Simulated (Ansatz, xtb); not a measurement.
## ClFHSi3: where a starting geometry ends

The starting geometry of this gas-phase doublet has its atoms placed at random.

```xyz
6

Cl   -1.1027   -1.5342    0.2326
F     0.5089    0.0618    1.0702
Si   -0.2867    0.2617   -1.3939
Si    0.7588    1.6456    1.0171
Si   -1.1739    0.2675    0.4148
H    -1.5635    0.0107   -1.0269
```

Task: One run relaxed it with r2SCAN-D4/def2-SVP. What is a likely outcome?

Result: It ends as a structure with H6 bridging Si5 and Si3, given below by its coordinates. Distances that change by over a tenth: Cl1–Si3 (2.56 → 3.99 Å), Cl1–Si5 (1.81 → 2.07 Å), Si3–Si5 (2.01 → 2.30 Å), Si3–H6 (1.35 → 1.74 Å). Contacts that open: F2–Si5 (1.82 → 3.27 Å). Contacts that close: Si3–Si4 (2.97 → 2.52 Å).

The energy falls by 7.07 eV over 18 steps:

```json
{"step": "1", "E − E(last) (eV)": "7.073"}
{"step": "3", "E − E(last) (eV)": "1.894"}
{"step": "5", "E − E(last) (eV)": "1.103"}
{"step": "7", "E − E(last) (eV)": "0.664"}
{"step": "9", "E − E(last) (eV)": "0.367"}
{"step": "10", "E − E(last) (eV)": "0.215"}
{"step": "12", "E − E(last) (eV)": "0.021"}
{"step": "14", "E − E(last) (eV)": "0.002"}
{"step": "16", "E − E(last) (eV)": "0.000"}
{"step": "18", "E − E(last) (eV)": "0.000"}
```

Final geometry (Å):

```yaml
atoms:
  - { symbol: Cl, position_ang: [-2.2483, -2.1450, 0.3335] }
  - { symbol: F, position_ang: [1.6528, 0.9974, 1.4680] }
  - { symbol: Si, position_ang: [0.0293, 0.5031, -1.6007] }
  - { symbol: Si, position_ang: [0.2022, 1.3222, 0.7755] }
  - { symbol: Si, position_ang: [-0.9443, -0.5418, 0.2052] }
  - { symbol: H, position_ang: [-1.5509, 0.5772, -0.8675] }
```

From the same start GFN2-xTB ends elsewhere, differing in Cl1–Si3 (2.13 against 3.99 Å here), Cl1–Si5 (3.40 against 2.07 Å here), Si3–Si4 (4.34 against 2.52 Å here), Si5–H6 (3.64 against 1.66 Å here).

From so rough a start the end depends on the optimiser's path, so another program may land elsewhere. No frequencies were run, so the end isn't proven a minimum. Open shells are spin-unrestricted. Run with Ansatz 0.2.0, 98 s on 2 threads of Intel(R) Xeon(R) 6975P-C (Granite Rapids), with other jobs on the host.
